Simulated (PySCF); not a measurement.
Radial density of Gd²⁺ (gadolinium, charge +2)

r2SCAN, [Xe] 4f7 5d1, high-spin 9D determinant. Computed with PySCF 2.14 in ANO-RCC-VTZP (8s7p5d3f2g1h, 104 functions), with scalar relativity by spin-free X2C-1e.

| r (bohr) | 4πr²ρ (e/bohr) | 4πr²(ρα − ρβ) |
| --- | --- | --- |
| 0.0200 | 81.40 | 0.0040 |
| 0.0336 | 76.86 | 0.0102 |
| 0.0565 | 108.6 | 0.0212 |
| 0.0951 | 96.22 | 0.0583 |
| 0.160 | 94.60 | 0.4803 |
| 0.269 | 67.78 | 2.7849 |
| 0.453 | 47.06 | 7.7889 |
| 0.761 | 29.21 | 7.2222 |
| 1.28 | 10.98 | 2.7909 |
| 2.15 | 2.929 | 0.6730 |
| 3.62 | 0.1799 | 0.1269 |
| 6.09 | 0.007827 | 0.0078 |

Densities and radii are taken from the X2C orbitals without a picture-change correction, which distorts them close to the nucleus.

Spin-orbit coupling, absent here, splits the open shell strongly.
